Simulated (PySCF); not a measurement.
Numbering as in the mapped SMILES `[CH2:1]=[CH:2][c:3]1[cH:4][cH:5][cH:6][cH:7][c:8]1[SH:9]`. Each H is labelled by its parent atom. Ha(C1) is cis to C3; Hb(C1) is trans to C3.

Geometry: GFN2-xTB; GIAO absolute shieldings from PySCF, gas phase, non-relativistic, averaged over equivalent atoms.

At PBE0/3-21G (101 basis functions, 7.9 s wall time on 1 thread of an Intel Xeon 6975P-C, shared host):
```
 atoms  σ (ppm)
    C2     86.9
    C3     89.2
    C8     89.2
    C4     94.1
    C6     94.5
    C7     94.9
    C5     97.2
    C1     99.0
    S9    636.7
 H(C4)    25.77
 H(C6)    26.02
 H(C7)    26.09
 H(C5)    26.13
 H(C2)    26.33
Ha(C1)    27.04
Hb(C1)    27.34
 H(S9)    30.25
```

Question: What do these become at PBE0/pcSseg-1?

Answer: 
```json
{"atoms": "C2", "σ at PBE0/pcSseg-1": "42.6", "change": "-44.3"}
{"atoms": "C3", "σ at PBE0/pcSseg-1": "46.3", "change": "-42.9"}
{"atoms": "C8", "σ at PBE0/pcSseg-1": "46.5", "change": "-42.7"}
{"atoms": "C4", "σ at PBE0/pcSseg-1": "53.1", "change": "-41.0"}
{"atoms": "C6", "σ at PBE0/pcSseg-1": "53.0", "change": "-41.5"}
{"atoms": "C7", "σ at PBE0/pcSseg-1": "54.0", "change": "-40.9"}
{"atoms": "C5", "σ at PBE0/pcSseg-1": "56.8", "change": "-40.4"}
{"atoms": "C1", "σ at PBE0/pcSseg-1": "61.8", "change": "-37.2"}
{"atoms": "S9", "σ at PBE0/pcSseg-1": "537.8", "change": "-98.9"}
{"atoms": "H(C4)", "σ at PBE0/pcSseg-1": "24.06", "change": "-1.71"}
{"atoms": "H(C6)", "σ at PBE0/pcSseg-1": "24.23", "change": "-1.79"}
{"atoms": "H(C7)", "σ at PBE0/pcSseg-1": "24.17", "change": "-1.92"}
{"atoms": "H(C5)", "σ at PBE0/pcSseg-1": "24.37", "change": "-1.76"}
{"atoms": "H(C2)", "σ at PBE0/pcSseg-1": "24.62", "change": "-1.71"}
{"atoms": "Ha(C1)", "σ at PBE0/pcSseg-1": "25.77", "change": "-1.27"}
{"atoms": "Hb(C1)", "σ at PBE0/pcSseg-1": "26.04", "change": "-1.30"}
{"atoms": "H(S9)", "σ at PBE0/pcSseg-1": "27.95", "change": "-2.30"}
```

The largest change is at S9 (thiol sulfur). Cost: 200 basis functions, 33 s wall time on 1 thread of an Arm Neoverse V1, shared host. The order of the carbon signals changes between the two levels.
